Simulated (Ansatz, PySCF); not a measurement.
Conformers of CH4GeO2 (SMILES C[O][Ge][OH]), B3LYP-D3(BJ)/def2-TZVP minima from an xTB search, which can miss the lowest.
Conformer 1 (charge 0, multiplicity 1):
```tsv
atom	x (Å)	y (Å)	z (Å)
C	-1.2451	0.4631	-0.1128
O	0.1434	0.1968	-0.0167
Ge	0.8130	-1.3973	0.5114
O	2.5279	-0.9074	0.3611
H	-1.5049	1.2963	0.5448
H	-1.4947	0.7415	-1.1396
H	-1.8605	-0.4004	0.1678
H	2.6210	0.0073	0.0611
```

Cores are frozen in the correlated methods. Filled d and f shells under p-block atoms count as core. CBS(a, b) extrapolates the correlation energy as X⁻³ and adds the Hartree–Fock energy of set b. MP2 and its Hartree–Fock in cc-pVQZ are density fitted. Rows in 6-31G* carry no dispersion term and start afresh at each structure (6-31G* with six Cartesian d functions); the Pople sets are all-electron and without relativity.

Run with Ansatz (a quantum-chemistry and plane-wave program); PySCF for 6-31G* rows. Values without a source in brackets are computed.

Electronic energies of 4 conformers above conformer 1 (kcal/mol):

```tsv
level	conformer 1	conformer 2	conformer 3	conformer 4
PBE/def2-TZVPP	0.00	0.49	1.47	2.31
B3LYP/6-31G*	0.00	1.19	1.79	3.27
wB97M-V/def2-TZVPP	0.00	0.39	1.18	2.77
MP2/CBS(cc-pVTZ, cc-pVQZ) + ΔCCSD(T)/cc-pVTZ	0.00	0.04	1.24	2.25
```

Question: Give Boltzmann populations at 298.15 K for each level, counting each conformer once and leaving out zero-point, thermal and symmetry terms.

Answer: 
Weights exp(−E/RT) with RT = 0.5925 kcal/mol, divided by their sum:
- PBE/def2-TZVPP: 65 %, 29 %, 5 %, 1 %
- B3LYP/6-31G*: 84 %, 11 %, 4 %, 0 %
- wB97M-V/def2-TZVPP: 60 %, 31 %, 8 %, 1 %
- MP2/CBS(cc-pVTZ, cc-pVQZ) + ΔCCSD(T)/cc-pVTZ: 48 %, 45 %, 6 %, 1 %
The share of conformer 1 runs from 48 to 84 % over these levels.
